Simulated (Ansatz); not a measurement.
Consider the formal exchange of groups at the Si–Cl bond: `Cl[Si](Cl)(Cl)Cl` + BH₃ → `B[Si](Cl)(Cl)Cl` + HCl.

Program: Ansatz. Geometries: PBE0-D4/def2-TZVP. ΔE: electronic, gas phase. CBS: MP2 limit from def2 TZ/QZ plus the TZ coupled-cluster correction, frozen cores. This one scheme is used for every species. DFT in def2-TZVPP. HSE06 is defined as in plane-wave codes.

CCSD(T)/CBS gives +1.04 eV.

Problem. Another level gave +1.08 eV. Which?
A. HSE06-D4/def2-TZVPP
B. PBE-D4/def2-TZVPP
C. BHLYP-D4/def2-TZVPP
D. B97M-V/def2-TZVPP

Solution. C. BHLYP-D4 1.08, B97M-V 1.02, PBE-D4 0.90, HSE06-D4 0.97 eV.

Problem. What do rigid-rotor, harmonic-oscillator terms from PBE0-D4/def2-TZVP frequencies (298.15 K, 1 bar) make of the CCSD(T)/CBS value? (Best estimate.)

Solution. The calculation gave: ΔZPE = -0.03 eV, ΔH = +1.02 eV, ΔS = 36 J/(mol·K), ΔG = +0.91 eV.

Largest T1 diagnostic among the species: 0.010.

Leaving LDA and LC-ωPBE aside and taking each functional with its dispersion term where it has one, the values, not all of them listed here, spread over 0.18 eV, from PBE-D4 to ωB97M-V. The D4 term adds +0.03 eV with B3LYP and +0.01 eV with PBE0; it sums over pairs of atoms, weighted by their polarisabilities, and B3LYP, whose exchange is more repulsive, gets the larger term. From PBE to PBE0 (25 % exact exchange), in def2-TZVPP and without D4, ΔE moves by +0.07 eV.

B3LYP here is the variant with VWN-RPA as its local correlation; programs differ in this.
